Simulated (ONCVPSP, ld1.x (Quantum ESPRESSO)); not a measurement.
# Potentials for boron compared

Generated with ld1.x 7.5 (TM, RRKJ, ultrasoft, PAW), atompaw 4.2 or ONCVPSP 4.0.1. The cutoff is in Ry: for ld1.x and atompaw files where the sum of valence levels is converged to 10 mRy in a Bessel basis, for ONCV files where the hardest occupied wave has 1 mHa per electron of residual kinetic energy. The error is the largest all-electron minus pseudo excitation energy over each file’s own four to seven test configurations (ionisations up to +4, promotions, holes and added fractions of an electron), all of which were solved. The labels leave out finer settings (local radius, basis sizes, second energies), which also bear on the numbers. Spin-polarised tests are not counted. The rows are a selection from randomly drawn settings: files with unsolved tests, undetermined cutoffs or missed reference levels are left out.

A true bound ghost makes a file unfit for plane-wave use even where its test errors are small: the radial tests pick states by their node count and pass the ghost by.

| potential | cutoff (Ry) | largest error (meV) | bound ghosts |
| --- | --- | --- | --- |
| ONCV, PBE, scalar-relativistic, rc 1.65/4.00 (sp), local s, core correction yes, reference 2s2 2p1, qcut 3.6/3.8, projectors 0/2 | 16 | +678 | none |
| ONCV, PW91, scalar-relativistic, rc 1.05/1.05/0.95 (spd), local smoothed, core correction yes, reference 2s1, qcut 5.4/8/10.6, projectors 2/3/2 | 221 | +77 | s |
| TM, BLYP, non-relativistic, rc 1.04/2.00 (sp), local s, core correction yes, reference 2s2 2p1 | 45 | +68 | none |
| ONCV, LDA (Perdew-Wang 92), scalar-relativistic, rc 1.60/3.05 (sp), local smoothed, core correction no, reference 2s1 2p2, qcut 3.7/5.1, projectors 2/3 | 42 | +405 | none |

(1) Fill in the row for B: ONCV, PW91, non-relativistic, rc 1.10/2.20/1.90 (spd), local smoothed, core correction yes, reference 2s2 2p1, qcut 6.6/6.9/6, projectors 2/1/3.

(2) Fill in the row for B: ONCV, PBE, scalar-relativistic, rc 1.05/2.70 (sp), local smoothed, core correction yes, reference 2s1 2p2, qcut 6.8/4.6, projectors 2/3.

(3) Fill in the row for B: PAW, LDA (PZ), scalar-relativistic, rc 1.10/2.40 (sp), local smoothed, core correction yes, reference 2s2 2p0.

Answers

(1) cutoff 25 Ry, largest error +115 meV, bound ghosts: none.

(2) cutoff 24 Ry, largest error +397 meV, bound ghosts: none.

(3) cutoff 25 Ry, largest error +41 meV, bound ghosts: none.
